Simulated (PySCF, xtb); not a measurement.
C₄H₇FSi, SMILES C[Si@H]1C=C[C@H]1F.

GFN2-xTB run with xtb at its own geometry gives an orbital gap of 4.06 eV and a dipole moment of 2.61 D.

Geometry optimised at TPSSh-D3(BJ)/def2-SVP. The structure was generated by enumeration; whether it is a known compound was not checked.

### Question
What does PBE/def2-TZVP run with PySCF give? (Estimate from the structure and the level; the computed values follow.)

### Answer
gap 4.78 eV (levels -6.39 and -1.60 eV), dipole 1.38 D.
